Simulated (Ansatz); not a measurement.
`C[SiH](C)C#N` + silanol → `N#CO[SiH3]` + `C[SiH2]C`  (substitution at a C–Si bond)

Isolated molecules relaxed with PBE0-D4/def2-TZVP in Ansatz; ΔE leaves out vibrations. CBS: MP2 limit from def2 TZ/QZ plus the TZ coupled-cluster correction, frozen cores. DFT in def2-TZVPP.

`C[SiH](C)C#N`:

Cartesian coordinates in Å:
```
C -1.598 -0.323 0.334
Si 0.000 0.536 -0.075
C 1.495 -0.273 0.681
C 0.208 0.481 -1.925
N 0.336 0.426 -3.069
H -2.441 0.160 -0.164
H -1.777 -0.296 1.412
H -1.569 -1.368 0.019
H -0.061 1.980 0.266
H 1.569 -1.318 0.371
H 1.430 -0.244 1.771
H 2.411 0.238 0.380
```

`O[SiH3]`:

Z-matrix (Å, degrees):
```
Si
O 1 1.648
H 1 1.489 2 111.7
H 1 1.489 2 111.7 3 120.9
H 1 1.481 2 105.9 3 -119.6
H 2 0.957 1 117.9 3 -60.5
```

`N#CO[SiH3]`:

Cartesian coordinates in Å:
```
N -2.523 0.924 0.501
C -1.499 0.777 -0.012
O -0.375 0.635 -0.602
Si 0.861 -0.395 -0.063
H 1.930 -0.193 -1.058
H 1.263 0.032 1.294
H 0.343 -1.780 -0.061
```

`C[SiH2]C`:

```xyz
11

C     0.158    0.299   -1.545
Si    0.514    0.423    0.289
C    -0.623   -0.681    1.284
H     0.826    0.946   -2.119
H    -0.870    0.597   -1.763
H     0.295   -0.726   -1.899
H     0.348    1.837    0.733
H     1.932    0.040    0.547
H    -1.669   -0.405    1.128
H    -0.409   -0.603    2.352
H    -0.503   -1.728    0.992
```

| species | BLYP energy (Eh) |
| --- | --- |
| `C[SiH](C)C#N` | -462.79524 |
| `O[SiH3]` | -367.17676 |
| `N#CO[SiH3]` | -459.41641 |
| `C[SiH2]C` | -370.51084 |

Work out ΔE.

ΔE = (-459.41641) + (-370.51084) − (-462.79524) − (-367.17676) = 0.04475 Eh = +117.5 kJ/mol. CCSD(T)/CBS gives +139.8 kJ/mol.

Largest T1 diagnostic among the species: 0.014.

In def2-TZVPP, CCSD(T) changes the Hartree–Fock value by +7.8 kJ/mol (the triples alone add −0.2 kJ/mol) and MP2 by +13.4 kJ/mol. From BLYP to BHLYP (50 % exact exchange), in def2-TZVPP and without D4, ΔE moves by +8.3 kJ/mol.
